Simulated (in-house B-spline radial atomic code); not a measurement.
# Response and correlation of Ir73+

Closed shell [He] 2s2. Computed with an all-electron radial atomic-structure program (B-spline basis): Dirac-Hartree-Fock, relativistic RPA (time-dependent Dirac-Hartree-Fock) for the response and second-order many-body perturbation theory for correlation, no-pair Dirac-Coulomb Hamiltonian, finite nucleus.

Command:
```bash
python run_mb.py task.json out
```
Settings (nuclear radius in fm, box in bohr, cutoff in hartree):
```
basis_form          2
Z                   77
core_configuration  [He] 2s2
rms_radius          5.4032
mass_number         193
speed_of_light      137.036
box_radius          1.438
lmax                7
intervals           54
virtual_cutoff      148225.0
```

Time taken, with all properties: 0.3 s on 1 thread of Intel(R) Xeon(R) Platinum 8259CL CPU @ 2.50GHz, on a shared host.

```
multipole (bohr³, bohr⁵, bohr⁷)   uncoupled  coupled RPA
                         dipole  0.00012685   0.00019263
                     quadrupole  9.3834e-08    9.521e-08
                       octupole  7.3012e-10            ?
```

**Question.** What is the coupled octupole polarisability?

**Answer.** 7.3748e-10 atomic units, +1 % against the uncoupled value.

**Question.** Which subshells carry the dipole polarisability?

**Answer.** 2s1/2 100.0 %, 1s1/2 0.0 %.

**Question.** What does the dipole shielding factor come to?

**Answer.** The dipole shielding factor is 0.052, against the exact N/Z = 4/77 = 0.052 of the non-relativistic theorem.

Dipole polarisability at imaginary frequency:

```tsv
u (Eh)	α(iu) (bohr³)
0	0.0001926
12.7	8.949e-05
31.8	5.442e-05
63.7	3.564e-05
95.5	2.45e-05
127	1.78e-05
191	1.09e-05
255	7.724e-06
318	5.977e-06
446	4.036e-06
637	2.61e-06
955	1.52e-06
1270	1.013e-06
1910	5.521e-07
3180	2.479e-07
6370	7.511e-08
```

**Question.** What dispersion coefficients follow for two such ions (the dispersion part alone)?

**Answer.** C6 = (3/π)∫α(iu)²du = 4.603e-07 hartree·bohr⁶ and C8 = 3.888e-09 hartree·bohr⁸.

Lowest J = 1 odd-parity excitations:

| energy (eV) | oscillator strength | leading channel | weight |
| --- | --- | --- | --- |
| 206.77 | 0.00798 | 2s1/2 → p1/2 | 0.999 |
| 2069.4 | 0.29 | 2s1/2 → p3/2 | 0.999 |
| 12163 | 0.262 | 2s1/2 → p1/2 | 1.0 |
| 12699 | 0.35 | 2s1/2 → p3/2 | 1.0 |
| 16231 | 0.0608 | 2s1/2 → p1/2 | 1.0 |
| 16454 | 0.0985 | 2s1/2 → p3/2 | 1.0 |
| 18076 | 0.0244 | 2s1/2 → p1/2 | 1.0 |
| 18189 | 0.0424 | 2s1/2 → p3/2 | 1.0 |

Second-order correlation energy by the highest angular momentum of the excited pair (hartree): s -0.02393, p -0.256, d -0.01121, f -0.002908, g -0.001075, h -0.0004789, i -0.0002471, k -0.0001402.

**Question.** What is the second-order correlation energy at the partial-wave limit?

**Answer.** The listed waves sum to -0.29594 hartree; extrapolating the increments as (l + 1/2)⁻⁴ gives -0.29622 hartree, -2.02 eV per electron.
